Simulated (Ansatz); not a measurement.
Hg3Te3. The state is a singlet with charge 0. Geometry B3LYP-D4/def2-SVP, basis def2-TZVP, Ansatz.

```xyz
6

Hg    0.867   -1.691    0.620
Hg   -0.985    1.153    1.302
Hg    0.119    0.538   -1.922
Te   -0.184   -0.836    2.986
Te   -1.348    2.628   -0.963
Te    1.531   -1.792   -2.023
```

```tsv
run	HOMO (eV)	LUMO (eV)
A	-6.35	-2.85
B	-8.33	-1.31
C	-5.40	-3.51
D	-8.43	-1.17
E	-7.13	-2.15
F	-5.63	-3.39
```

In the def2 sets Hg, Te take a core potential; there is no spin–orbit coupling. The structure comes from a short search, and lower isomers may exist.

**Question.** The runs used BHLYP, PBE, PBE0, r2SCAN, ωB97M-V, ωB97X-V. Estimate which is which.

**Answer.** A PBE0 (25 % exact exchange); B ωB97M-V (range-separated); C PBE (0 % exact exchange); D ωB97X-V (range-separated); E BHLYP (50 % exact exchange); F r2SCAN (0 % exact exchange). Exact exchange lowers occupied and raises empty levels; among semilocal functionals meta-GGAs tend to open the gap a little, and such runs are hard to tell apart. The gap grows from 1.89 eV (PBE) to 7.26 eV (ωB97X-V).
